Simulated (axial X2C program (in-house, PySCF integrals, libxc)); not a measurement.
The numbers below are computed, except where a source is named.
# IEuI: input and output of an open-shell CI run

Program: an in-house all-electron X2C program for linear molecules (integrals from PySCF).

Input and command:
```json
{"zs": [53, 63, 53], "q": 0, "bas": ["dyall-v3z", "dyall-v3z", "dyall-v3z"], "r0": 3.01, "metal": 1, "shells": [[3, [0, 1, 2, 3], 7], [0, [0], 0]], "fix": 0, "emax": 2.2, "nroots": 4}
```
```bash
python soci.py task.json out
```

Keys: zs atomic numbers; q charge; bas basis sets; r0 starting distance in Å; metal index of the metal atom; shells open shells as [l, |m| values, electrons]; fix electron count of the first shell held; emax energy window in eV; nroots roots for each Ω.

Output at I–Eu–I held linear, both bonds 3.076 Å:

```
average of configuration f7 s0
basis functions 371  fitting functions 1942
iter      average energy  largest gradient
   1     -25052.383214860   1.42e+01
   2     -25054.190161621   9.23e+00
   3     -25055.242181882   3.04e-01
   4     -25055.309615179   3.17e-01
   5     -25055.318798153   1.17e-01
   6     -25055.320812147   4.53e-02
   7     -25055.321229358   9.49e-03
   8     -25055.321276448   4.50e-03
   9     -25055.321283635   7.88e-04
  10     -25055.321283967   4.90e-04
  11     -25055.321284019   1.37e-04
  12     -25055.321284027   5.35e-05
  13     -25055.321284029   2.15e-05
  14     -25055.321284029   6.01e-06
converged
CI levels
2*Omega        energy/Eh    cm-1   g(par)  dipole/D  leading shell counts
    7    -25055.75763832        0  13.984    0.000  {'7 0': 1.0}
    5    -25055.75762575        3   9.989    0.000  {'7 0': 1.0}
    3    -25055.75761729        5   5.993    0.000  {'7 0': 1.0}
    1    -25055.75761304        6   1.998    0.000  {'7 0': 1.0}
```

Dipoles in the output refer to the first atom as origin.

There is no dynamic correlation: spin–orbit spacings and, for f shells, spacings inside one term are the most reliable numbers, splittings between terms come out too wide, and energies between configurations are not reliable, so the lowest level need not be the ground state of the molecule. At most 4 roots were kept for each Ω > 0 (twice that for Ω = 0) within 2.2 eV of the lowest, so higher up levels can be missing between those listed; levels with Ω > 0 are doubly degenerate and listed once, Ω = 0 levels singly. States that fill the shells left empty in the average are placed too high. The molecule was held linear; bending was not examined.
